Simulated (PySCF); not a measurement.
BF2, SMILES F[B-]F (connectivity only; charge and spin as stated), charge -1, multiplicity 1. Geometry optimised at PBE-D3(BJ)/def2-TZVPD.

The numbers are results of PBE-D3(BJ)/def2-TZVPD in PySCF 2.14.0, not measurements.

Harmonic wavenumbers (cm⁻¹): 501, 925, 957. Rotational constants (GHz): 87.02, 10.66, 9.500; symmetry number 2.

Question: Work out the zero-point energy and the ideal-gas rigid-rotor harmonic-oscillator thermochemistry at 298.15 K and 1 atm.

Answer: ZPE = ½ Σ hcν = ½ × 2383 cm⁻¹ = 14.25 kJ/mol. H − E(el) = 25.00 kJ/mol. Entropy in J/(mol K): translation 157.23, rotation 82.63, vibration 3.74, total 243.61. G − E(el) = -47.63 kJ/mol. Cp = 42.22 J/(mol K).
